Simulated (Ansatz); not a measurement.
Relaxed structures of CH₄SSe, singlet (PBE0-D4/def2-TZVP; forces vanish, vibrations not checked; lower isomers may exist, and structures with a doubtful reference or unclear bonds are left out; Å). Ansatz 0.2.0; basis: def2-TZVPP; cores frozen in the correlated methods. Filled d shells of the heavier atoms are correlated. The def2 sets are not built for correlating such inner shells, so the correlated values are less sure here.

(1) Rank them by CCSD(T) energy, lowest first, and give each one's height above the lowest. Links in brackets join atoms within 1.22 times the sum of their covalent radii (1.1 for two metals). (An estimate is asked for; the value comes from the calculation.)
A.
CH₄SSe ([CH3][S][SeH])
```
7
angstrom
C -0.5730 0.7652 -0.2969
S -0.5161 -0.4560 1.0296
Se 0.8133 -1.9867 0.2282
H -0.9168 0.3152 -1.2271
H 0.3992 1.2353 -0.4411
H -1.2936 1.5212 0.0250
H 2.0869 -1.3942 0.6824
```
B.
a complex of CH₂S ([CH2][S]) + H₂Se
```
7
angstrom
C -0.4643 0.6452 -0.2927
S -0.3763 0.4373 1.2919
Se 0.9544 -2.9132 -0.3232
H -0.8419 1.5684 -0.7315
H -0.1490 -0.1324 -0.9911
H 2.3369 -2.4231 -0.3342
H 0.5583 -1.8780 0.6559
```
C.
CH₄SSe ([CH2][SH][SeH])
```
7
angstrom
C -0.6496 1.0085 0.1592
S -0.8073 -0.4480 0.8754
Se 0.6786 -2.3473 0.3626
H -0.1216 -0.2553 2.0121
H 0.2397 1.6122 0.2779
H -1.2579 1.1474 -0.7248
H 1.8835 -1.5355 0.5819
```

T1 diagnostic: at most 0.014. The restricted Hartree–Fock reference is unstable towards an unrestricted one at one or more of these structures.

## Answers

(1) By the calculation: A (0.000 eV), B (1.201 eV), C (2.174 eV). Heights count from the lowest.

For scale, one of the runs: CCSD(T)/def2-TZVPP, 177 basis functions, launched by `ansatz run in.yaml --threads 2 --pin off --events-out ev --progress --plain --max-ram 4352MiB`. The run took 64 s on 2 CPU threads of an Arm Neoverse V1 (shared host), with 1.6 GiB of host memory at its peak.
